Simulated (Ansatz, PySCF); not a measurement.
C5H5, SMILES [CH]1C=CC=C1, multiplicity 2. Atoms are numbered in the order given.

```xyz
10

C      0.0838    -1.1516    -0.2901
C     -1.0970    -0.5213     0.1931
C     -0.7846     0.8018     0.4169
C      0.6330     1.0147     0.0657
C      1.1473    -0.1755    -0.3609
H      0.1756    -2.2046    -0.5645
H     -2.0606    -1.0021     0.3526
H     -1.4580     1.5749     0.7901
H      1.1591     1.9668     0.1414
H      2.1654    -0.3701    -0.6952
```
Charge 0, spin multiplicity 2.

Coordinates come from a PBE0-D3(BJ)/def2-SVP optimisation. The isomer is the one that the SMILES or the coordinates give; other isomers of the formula were not compared.

Two levels are set side by side: PBE-D3(BJ)/def2-SVP (Ansatz, an electronic-structure program) and PBE0-D3(BJ)/def2-SVP (Ansatz). Each level has its own optimised geometry; the coordinates shown are those of the second. Frequencies come from the Hessian of PySCF at each geometry. Differences are taken from unrounded values.

| quantity | PBE0-D3(BJ) | PBE-D3(BJ) | PBE-D3(BJ) minus PBE0-D3(BJ) |
|---|---|---|---|
| mean bond length (Å) | 1.254 | 1.263 | 0.009 |
| bond C1–C2 (Å) | 1.423 | 1.432 | 0.009 |
| bond C1–C5 (Å) | 1.445 | 1.453 | 0.008 |
| bond C2–C3 (Å) | 1.378 | 1.388 | 0.011 |
| bond C3–C4 (Å) | 1.476 | 1.484 | 0.009 |
| bond C4–C5 (Å) | 1.365 | 1.377 | 0.012 |
| bond C1–H6 (Å) | 1.092 | 1.100 | 0.008 |
| bond C2–H7 (Å) | 1.089 | 1.096 | 0.008 |
| bond C3–H8 (Å) | 1.091 | 1.099 | 0.008 |
| bond C4–H9 (Å) | 1.090 | 1.098 | 0.008 |
| bond C5–H10 (Å) | 1.089 | 1.097 | 0.008 |
| highest harmonic wavenumber (cm⁻¹) | 3275 | 3185 | -90 |
| mean harmonic wavenumber (cm⁻¹) | 1433 | 1388 | -45 |
| zero-point energy (kcal/mol) | 49.17 | 47.64 | -1.53 |

Exact exchange shortens and stiffens bonds; PBE has none. Differences between two approximate levels are no errors against the true value.
